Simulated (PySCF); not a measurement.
C2H7BO2Si, SMILES OB(O)/C=C/[SiH3]. Atoms are numbered in the order given.

```xyz
13

Si     2.6188    -0.2002     0.4251
C      0.7510    -0.3260     0.4629
C     -0.0785     0.3006    -0.3913
B     -1.6475     0.1977    -0.3582
O     -2.3352    -0.5704     0.5347
O     -2.3491     0.9159    -1.2719
H      3.1355     0.3493     1.7175
H      3.0287     0.6960    -0.6968
H      3.2331    -1.5514     0.2349
H      0.3153    -0.9634     1.2505
H      0.3627     0.9356    -1.1716
H     -1.7631    -1.0489     1.1415
H     -3.2988     0.7866    -1.1693
```

Coordinates come from a PBE0-D3(BJ)/def2-SVP optimisation. The structure was generated by enumeration; whether it is a known compound was not checked. One conformer was computed; it need not be the lowest.

Two levels are set side by side: PBE/pcSseg-1 (PySCF) and KT2/pcSseg-1 (PySCF). GIAO shifts against BF3 (¹¹B), H2O (¹⁷O), TMS (²⁹Si), TMS (¹H), TMS (¹³C) at the same level; non-relativistic, no solvent, atoms listed together averaged. Differences are taken from unrounded values.

```csv
quantity,KT2,PBE,PBE minus KT2
δ(²⁹Si) of Si1 (ppm),-65.8,-67.3,-1.5
δ(¹³C) of C2 (ppm),138.1,147.7,9.6
δ(¹³C) of C3 (ppm),148.7,159.6,10.8
δ(¹¹B) of B4 (ppm),10.7,11.1,0.4
δ(¹H) of H10 (ppm),6.50,6.75,0.25
δ(¹H) of H11 (ppm),6.97,7.26,0.29
```

Rough cost on one machine, each run with all the roots and properties that it gave: KT2 against PBE within a factor of 2.
